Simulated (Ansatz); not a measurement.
`BrC[SiH]1C=N1` and `CO[SiH]1C=N1` differ in one atom or group.

Ansatz, PBE0-D4/def2-TZVP geometries, multiplicity 1. Each molecule was computed in one conformer, which needn't be the lowest.

Scalar relativity is left out up to krypton.

```
                             property  `BrC[SiH]1C=N1`
HOMO energy (ωB97M-V/def2-TZVPP) / eV            -8.93
HOMO–LUMO gap (B3LYP/def2-TZVPP) / eV             5.31
    LUMO energy (PBE/def2-TZVPP) / eV            -2.15
LUMO energy (ωB97M-V/def2-TZVPP) / eV             1.14
 HOMO–LUMO gap (PBE0/def2-TZVPP) / eV             5.76
  HOMO–LUMO gap (PBE/def2-TZVPP) / eV             3.40
```

Task: What does the change do to each property? (Estimate.)

Result: The calculation gave: 
```tsv
property	`CO[SiH]1C=N1`	shift
HOMO energy (ωB97M-V/def2-TZVPP) / eV	-8.65	0.28
HOMO–LUMO gap (B3LYP/def2-TZVPP) / eV	5.27	-0.04
LUMO energy (PBE/def2-TZVPP) / eV	-1.93	0.22
LUMO energy (ωB97M-V/def2-TZVPP) / eV	1.59	0.45
HOMO–LUMO gap (PBE0/def2-TZVPP) / eV	5.72	-0.04
HOMO–LUMO gap (PBE/def2-TZVPP) / eV	3.27	-0.13
```

B3LYP here is the variant with VWN-RPA as its local correlation; programs differ in this.

Spin–orbit coupling is left out; it splits and shifts lone-pair levels of the heavy atoms by tenths of an eV.
